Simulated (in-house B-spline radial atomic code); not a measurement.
# How G0W0 and RPA depend on the start: S⁴⁺

Configuration [Ne] 3s2. Computed with an all-electron radial atomic-structure program (B-spline basis): all electrons, scalar-relativistic (spin-free one-electron X2C), finite nucleus, each spin shell either full or empty, empty states to l = 9 with an (l + 1/2)⁻⁴ tail; G0W0 by contour deformation at full frequency.

```json
{"start": "Hartree-Fock", "mean-field 3s (eV)": "-70.99", "G0W0 (eV)": "-72.74", "QP weight": "0.974", "RPA correlation (Eh)": "-0.67002"}
{"start": "LDA VWN5", "mean-field 3s (eV)": "-66.05", "G0W0 (eV)": "-73.16", "QP weight": "0.950", "RPA correlation (Eh)": "-0.7603"}
{"start": "PBE", "mean-field 3s (eV)": "-65.92", "G0W0 (eV)": "-73.11", "QP weight": "0.950", "RPA correlation (Eh)": "-0.7586"}
{"start": "PBE0", "mean-field 3s (eV)": "-67.45", "G0W0 (eV)": "-73.01", "QP weight": "0.958", "RPA correlation (Eh)": "-0.73165"}
{"start": "r2SCAN", "mean-field 3s (eV)": "-66.15", "G0W0 (eV)": "?", "QP weight": "?", "RPA correlation (Eh)": "?"}
{"start": "HSE06", "mean-field 3s (eV)": "-67.08", "G0W0 (eV)": "-73.03", "QP weight": "0.956", "RPA correlation (Eh)": "-0.73545"}
{"start": "B3LYP (VWN-RPA)", "mean-field 3s (eV)": "-67.30", "G0W0 (eV)": "-73.03", "QP weight": "0.956", "RPA correlation (Eh)": "-0.73736"}
{"start": "SCAN", "mean-field 3s (eV)": "-66.19", "G0W0 (eV)": "-73.09", "QP weight": "0.954", "RPA correlation (Eh)": "-0.74445"}
{"start": "TPSS", "mean-field 3s (eV)": "-66.00", "G0W0 (eV)": "?", "QP weight": "?", "RPA correlation (Eh)": "?"}
{"start": "BHandHLYP", "mean-field 3s (eV)": "-68.93", "G0W0 (eV)": "-72.91", "QP weight": "0.964", "RPA correlation (Eh)": "-0.70905"}
{"start": "CAM-B3LYP", "mean-field 3s (eV)": "-69.12", "G0W0 (eV)": "-72.94", "QP weight": "0.964", "RPA correlation (Eh)": "-0.72234"}
{"start": "LC-wPBE", "mean-field 3s (eV)": "-70.70", "G0W0 (eV)": "-72.89", "QP weight": "0.968", "RPA correlation (Eh)": "-0.71822"}
{"start": "wB97X", "mean-field 3s (eV)": "-70.15", "G0W0 (eV)": "-72.88", "QP weight": "0.968", "RPA correlation (Eh)": "-0.71534"}
{"start": "PBEsol", "mean-field 3s (eV)": "-65.84", "G0W0 (eV)": "-73.13", "QP weight": "0.950", "RPA correlation (Eh)": "-0.75891"}
{"start": "BLYP", "mean-field 3s (eV)": "-65.91", "G0W0 (eV)": "-73.10", "QP weight": "0.950", "RPA correlation (Eh)": "-0.75927"}
{"start": "r2SCAN0", "mean-field 3s (eV)": "-67.59", "G0W0 (eV)": "-73.00", "QP weight": "0.960", "RPA correlation (Eh)": "-0.72276"}
{"start": "LDA exchange-only", "mean-field 3s (eV)": "-64.55", "G0W0 (eV)": "-73.13", "QP weight": "0.951", "RPA correlation (Eh)": "-0.75978"}
```

What G0W0 level, weight and RPA correlation energy follow from the TPSS start?

G0W0 level -73.10 eV, weight 0.951, RPA correlation -0.75337 hartree.

What G0W0 level, weight and RPA correlation energy follow from the r2SCAN start?

G0W0 level -73.10 eV, weight 0.954, RPA correlation -0.74458 hartree.

How much of the dependence on the start does G0W0 remove?

The mean-field levels span 6.44 eV and the G0W0 levels 0.416 eV. Against 72.594 eV (NIST, measured) the G0W0 removal energies are off by +0.15 to +0.57 eV, with spin-orbit coupling, Breit and QED terms left out.
